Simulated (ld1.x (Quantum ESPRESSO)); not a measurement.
# Reading a pseudo-wave (Re (Z = 75))

Columns: radius, all-electron u(r) and pseudo u(r) of the 6p shell (level -1.43 eV) of rhenium in the configuration [Xe] 4f14 5d5 6s2 6p0; Wu–Cohen, non-relativistic, TM scheme, ld1.x (Quantum ESPRESSO) 7.5.

```
r (bohr)  all-electron  pseudo
   0.132       -0.0750  0.0022
   0.265        0.0417  0.0086
   0.398        0.1184  0.0189
   0.530        0.0364  0.0320
   0.663       -0.0814  0.0473
   0.795       -0.1650  0.0635
   0.928       -0.2004  0.0800
   1.060       -0.1938  0.0962
   1.193       -0.1576  0.1122
   1.325       -0.1038  0.1281
   1.458       -0.0404  0.1449
   1.590        0.0253  0.1634
   1.723        0.0903  0.1848
   1.855        0.1512  0.2098
   1.988        0.2077  0.2392
   2.120        0.2582  0.2722
   2.252        0.3031  0.3077
   2.385        0.3427  0.3436
   2.518        0.3769  0.3769
   2.650        0.4058  0.4058
   2.782        0.4301  0.4301
   2.915        0.4502  0.4502
   3.048        0.4662  0.4662
   3.180        0.4786  0.4786
   3.312        0.4877  0.4877
   3.445        0.4939  0.4939
```

(1) How many radial nodes do the two functions have?

(2) At about which radius was the pseudo-wave matched?

(3) Is the pseudo-wave norm-conserving?

Answers

(1) The all-electron 6p function has n − l − 1 = 4 (the table is too coarse to show those close to the nucleus); the pseudo-wave has 0, since the states of the same l below it are removed with the core.

(2) 2.65 bohr, where the columns begin to agree (steps of 0.13 bohr).

(3) Yes: the TM scheme keeps the norm inside the radius equal to the all-electron one, which fixes the energy derivative of the logarithmic derivative at the level.
